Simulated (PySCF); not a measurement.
Mg(tBu)(SMe), C5H12MgS, SMILES C[S][Mg][C](C)(C)C, singlet (GFN2-xTB optimised geometry):

```
19

Mg    -0.128    -1.756     0.000
C     -1.463    -0.106     0.000
C     -1.446     0.593    -1.355
C     -2.882    -0.567     0.317
C     -0.990     0.863     1.077
H     -2.104     1.469    -1.344
H     -1.793    -0.078    -2.145
H     -0.439     0.936    -1.607
H     -3.251    -1.255    -0.445
H     -2.924    -1.068     1.286
H     -3.562     0.292     0.352
H     -1.026     0.394     2.064
H      0.037     1.188     0.887
H     -1.624     1.756     1.102
S      2.256    -1.756     0.000
C      2.489    -0.308    -1.082
H      2.040    -0.487    -2.059
H      3.562    -0.173    -1.196
H      2.062     0.581    -0.617
```

Level of theory: B3LYP/def2-SVP (PySCF).

Problem. What are the frontier orbital energies and the dipole moment?

Solution. HOMO-2 -6.92 eV, HOMO-1 -5.72 eV, HOMO -5.61 eV, LUMO -2.14 eV, LUMO+1 -0.48 eV; dipole moment 2.83 D.

On the same geometry PBE/def2-SVP in PySCF gives HOMO-2 -6.00 eV, HOMO-1 -4.87 eV, HOMO -4.72 eV, LUMO -2.53 eV, LUMO+1 -0.94 eV; dipole moment 2.65 D.

Meta-Löwdin charges at B3LYP/def2-SVP: Mg1 1.11, C2 -0.34, C3 -0.28, C4 -0.28, C5 -0.29, H6 0.08, H7 0.08, H8 0.08, H9 0.08, H10 0.08, H11 0.07, H12 0.08, H13 0.08, H14 0.08, S15 -0.62, C16 -0.32, H17 0.10, H18 0.12, H19 0.10.
